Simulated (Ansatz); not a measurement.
`C#[C][GeH2][CH3]` + H₂Te → `[CH3][GeH2][TeH]` + `C#C` at 600 K and 1 bar (ligand exchange at a Ge–C bond).

Program: Ansatz. Geometries: PBE0-D4/def2-TZVP. ΔE: electronic, gas phase. CBS: MP2 limit from def2 TZ/QZ plus the TZ coupled-cluster correction, frozen cores. This one scheme is used for every species. def2 core potentials past Kr. For Ge, Te outer-core shells are correlated without core-valence functions, which leaves a few kJ/mol of doubt a bond. Scalar relativity is left out up to krypton.

```json
{"species": "`C#[C][GeH2][CH3]`", "CCSD(T)/CBS energy (Eh)": "-2193.82018", "H − E (kJ/mol)": "244.8", "S (J/(mol·K))": "416.9"}
{"species": "H₂Te", "CCSD(T)/CBS energy (Eh)": "-268.91024", "H − E (kJ/mol)": "52.9", "S (J/(mol·K))": "255.0"}
{"species": "`[CH3][GeH2][TeH]`", "CCSD(T)/CBS energy (Eh)": "-2385.52242", "H − E (kJ/mol)": "210.7", "S (J/(mol·K))": "431.2"}
{"species": "`C#C`", "CCSD(T)/CBS energy (Eh)": "-77.22717", "H − E (kJ/mol)": "96.2", "S (J/(mol·K))": "235.4"}
```

H − E and S are ideal-gas, rigid-rotor, harmonic terms from PBE0-D4/def2-TZVP, for one conformer and one mirror image of each species. 1 Eh = 2625.50 kJ/mol, R = 8.31446 J/(mol·K).

Question: By hand: ΔE, ΔH, ΔS and ΔG.

Answer: ΔE = (-2385.52242) + (-77.22717) − (-2193.82018) − (-268.91024) = -0.01917 Eh = -50.3 kJ/mol. Δ(H − E) = 210.7 + 96.2 − 244.8 − 52.9 = 9.2, so ΔH = -41.1 kJ/mol. ΔS = 431.2 + 235.4 − 416.9 − 255.0 = -5.3 J/(mol·K). ΔG = -41.1 − 600 × (-5.3)/1000 = -37.9 kJ/mol.

Question: By hand: the equilibrium constant, and the temperature at which ΔG would vanish if ΔH and ΔS stayed fixed.

Answer: log₁₀ K = −ΔG/(RT ln 10) = 3.3. ΔG = 0 at ΔH/ΔS = 7755 K, far beyond where these terms or the molecules hold.

The number of gas molecules stays the same, so ΔS is small and ΔH decides. A doubt of 5 kJ/mol in ΔE shifts log₁₀ K by 0.4 here. Other conformers and mirror images would add mixing entropy, several J/(mol·K) or more a flexible species. These are equilibria of isolated gas molecules and say nothing of rates. Largest T1 diagnostic: 0.013 (customary marks: 0.02 for closed shells, 0.045 for open ones).
